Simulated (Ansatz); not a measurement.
CHO3 (SMILES O=C([O-])O), charge -1, singlet, geometry from GFN2-xTB (a gas-phase anion, which may not be bound at this level); Ansatz (a quantum-chemistry and plane-wave program) with B3LYP/cc-pVDZ.

The Ansatz input:
Ansatz 0.2 input:
```yaml
crystal:
  periodic: [false, false, false]
  atoms:
    - {symbol: O, position_ang: [1.13393356, -0.59547373, 0.06006873]}
    - {symbol: C, position_ang: [-0.17204899, 0.04624794, -0.01054587]}
    - {symbol: O, position_ang: [-0.11749047, 1.27346465, 0.03311655]}
    - {symbol: O, position_ang: [-1.10808714, -0.72896887, -0.10125746]}
    - {symbol: H, position_ang: [1.76544629, 0.13033604, 0.12785263]}
basis:
  gaussian:
    orbitals: cc-pVDZ
hamiltonian:
  xc: b3lyp
total_charge: -1
```

Write the output that Ansatz gives for this input, abridged.


```
Functional definition: B3LYP
643 factors; their error is unknown
mean field evaluation 1: about -7192.9945 eV, gradient 4.2e1 eV
mean field evaluation 2: about -7188.5216 eV, gradient 6.7e1 eV
mean field evaluation 4: about -7195.9635 eV, gradient 2.4e0 eV
mean field evaluation 8: about -7195.9780 eV, gradient 7.7e-2 eV
mean field evaluation 16: about -7195.9625 eV, gradient 4.4e-5 eV
mean field -7195.96253075 eV, -264.4467454066 hartree, gradient 4.4e-5 eV, S^2 0.000000; 0 other end points of the search recorded, 0 dependent functions left out
reference -7195.96266912 eV, -264.4467504916 hartree; 16, 16 occupied and 45, 45 virtual orbitals, 643 factors
Total energy: -7195.96266912 eV, -264.4467504916 hartree
```
